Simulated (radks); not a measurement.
Values are calculated unless marked as measured or tabulated.
Q: Coherent X-ray form factor from a spherical all-electron density. Level of theory: scalar-relativistic Kohn-Sham, PBE, spin-polarised, spherical densities, finite nucleus; Fermi nuclear charge, rms radius of each element as measured or else 0.836 A^(1/3) + 0.57 fm (a radial shooting solver on a logarithmic mesh with Libxc functionals).

sin(theta)/lambda (1/angstrom),f0 (electrons)
0.05,26.803
0.1,26.228
0.15,25.318
0.2,24.141
0.25,22.772
0.3,21.288
0.4,18.243
0.5,15.418
0.6,13.020
0.8,9.638
1,7.727
1.25,6.442
1.5,5.622
2,4.251

The species is in the configuration that NIST lists as its ground one. Which atom or ion scatters so?

A: The gallium ion Ga4+, [Ar] 3d9. Extrapolating in s^2 from the first two rows gives f0(0) = 27.0, near the electron count 27; among species with that count, the fall with angle is slower the higher Z, and the table is that of Z = 31; from so few rows the species is fixed only to a neighbour or two.
